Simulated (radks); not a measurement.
The numbers below are computed, except where a source is named.
Q: Eu LX, configuration [He] 2s2. Level of theory: Dirac Kohn-Sham, LB94 model potential, spin-unpolarised, spherical densities, finite nucleus; Fermi nuclear charge, rms radius 5.1115 fm (a radial shooting solver on a logarithmic mesh with Libxc functionals). Some entries of the table are withheld. Estimate them.

| orbital | occ. | eigenvalue (Ry) | <1/r> (bohr^-1) | r(max) (bohr) |
|---|---|---|---|---|
| 1s1/2 | 2 | -4051.122 | 70.46 | 0.01418 |
| 2s1/2 | 2 | (1) | 17.70 | 0.07818 |
| 2p1/2 | 0 | (2) | 17.68 | (3) |
| 2p3/2 | 0 | (4) | 15.70 | (5) |
| 3s1/2 | 0 | -429.4411 | (6) | 0.2011 |

A: 
(1) 2s1/2 eigenvalue (Ry): -990.5436
(2) 2p1/2 eigenvalue (Ry): -979.6370
(3) 2p1/2 r(max) (bohr): 0.05823
(4) 2p3/2 eigenvalue (Ry): -924.3175
(5) 2p3/2 r(max) (bohr): 0.06363
(6) 3s1/2 <1/r> (bohr^-1): 7.577
